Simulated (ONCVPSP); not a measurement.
# How hard is this fluorine (F) ONCV potential?

| Property | Result |
| --- | --- |
| Element | F |
| Generator | ONCVPSP 4.0.1 |
| Type | optimised norm-conserving Vanderbilt (ONCV) |
| Functional | LDA (Perdew-Zunger) |
| Relativity | scalar-relativistic |
| Frozen core | [He] |
| Valence charge | 7 |
| Reference configuration | 2s2 2p5 |
| Partial waves | 2s: rc 0.80 bohr, ncon 3, nbas 6, qcut 7.8 1/bohr, 2 projectors, debl 1.6 Ha; 2p: rc 1.65 bohr, ncon 4, nbas 7, qcut 8.4 1/bohr, 2 projectors, debl 3.5 Ha |
| Local potential | polynomial inside 0.75 bohr (lpopt 3, dvloc0 6 Ha) |
| Core correction | none |

**Question.** For each optimised wave give the share of its norm inside rc, the residual kinetic energy above qcut (Ha) and the cutoffs (Ha) for errors of 10, 1, 0.1 and 0.01 mHa per electron.

**Answer.**

```csv
wave,norm inside rc,residual KE,10 mHa,1 mHa,0.1 mHa,0.01 mHa
2s,0.375,4.8e-03,25.7,107.1,185.9,not reached
s projector 2,0.062,1.2e-03,15.4,31.7,109.0,234.1
2p,0.834,2.9e-06,21.0,26.1,30.0,33.5
p projector 2,0.132,6.1e-05,23.1,29.2,34.2,66.6
```

The occupied waves need 107 Ha and 186 Ha for 1 and 0.1 mHa. Its largest configuration-test error is +1997 meV.
